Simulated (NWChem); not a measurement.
System meant: SbCl$_{5}$; SMILES [Cl][Sb]([Cl])([Cl])([Cl])[Cl]

NWChem input:

```
start job
memory heap 200 mb stack 900 mb global 1100 mb
geometry units angstroms noautoz
  Sb     0.000000     0.000000     0.000000
  Cl     1.672781     1.672781     0.000000
  Cl     0.000000     0.000000     2.389700
  Cl     0.000000     0.000000    -2.389700
  Cl     0.612280    -2.285061     0.000000
  Cl    -2.285061     0.612280     0.000000
end
basis spherical
  * library def2-svp
end
dft
  xc xpbe96 cpbe96
  iterations 150
  mulliken
end
task dft energy
```

End of the output:

```
             Grid Information
             ----------------
          Grid used for XC integration:  medium
          Radial quadrature: Mura-Knowles
          Angular quadrature: Lebedev.
          Tag              B.-S. Rad. Rad. Pts. Rad. Cut. Ang. Pts.
          ---              ---------- --------- --------- ---------
          Sb                  1.45      123           8.0       590
          Cl                  1.00       88          11.0       590
          Grid pruning is: on
          Number of quadrature shells:   299
          Spatial weights used:  Erf1

          Convergence Information
          -----------------------
          Convergence aids based upon iterative change in
          total energy or number of iterations.
          Levelshifting, if invoked, occurs when the
          HOMO/LUMO gap drops below (HL_TOL):  1.00D-02
          DIIS, if invoked, will attempt to extrapolate
          using up to (NFOCK): 10 stored Fock matrices.

                    Damping( 0%)  Levelshifting(0.5)       DIIS
                  --------------- ------------------- ---------------
          dE  on:    start            ASAP                start
          dE off:    2 iters        150 iters           150 iters

      Screening Tolerance Information
      -------------------------------
          Density screening/tol_rho:  1.00D-10
          AO Gaussian exp screening on grid/accAOfunc:  14
          CD Gaussian exp screening on grid/accCDfunc:  20
          XC Gaussian exp screening on grid/accXCfunc:  20
          Schwarz screening/accCoul:  1.00D-08

      Superposition of Atomic Density Guess
      -------------------------------------

      charge =      51.0 Sb (Antinomy)

      symmetry species            s     p     d     f
      number of basis functions =10     7     6
      number of cont. functions = 4     4     2
      number of closed shells   = 5     3     2
      number of open shells     = 0     1     0
      open shell occupation     = 0     3     0
 ------------------------------------------------------------------------
 atomscf:atomd: error in atom scf                   0
 ------------------------------------------------------------------------
 ------------------------------------------------------------------------
  current input line :
    19: task dft energy
 ------------------------------------------------------------------------
 ------------------------------------------------------------------------
 This error has not yet been assigned to a category
 ------------------------------------------------------------------------
 For more information see the NWChem manual at https://nwchemgit.github.io

0:atomscf:atomd: error in atom scf:Received an Error in Communication
```

What is wrong, and how is it mended?

The program stopped with an error. Cause: the def2 basis of a heavy element holds valence functions alone and wants its effective core potential (without it all electrons must fit into that basis). This input runs:
```
start job
memory heap 200 mb stack 900 mb global 1100 mb
geometry units angstroms noautoz
  Sb     0.000000     0.000000     0.000000
  Cl     1.672781     1.672781     0.000000
  Cl     0.000000     0.000000     2.389700
  Cl     0.000000     0.000000    -2.389700
  Cl     0.612280    -2.285061     0.000000
  Cl    -2.285061     0.612280     0.000000
end
basis spherical
  Sb library def2-svp
  Cl library def2-svp
end
ecp
  Sb library def2-ecp
end
dft
  xc xpbe96 cpbe96
  iterations 150
  mulliken
end
task dft energy
```
It converges to -2539.68761 Ha (PBE/def2-SVP with def2 effective core potentials on Sb).
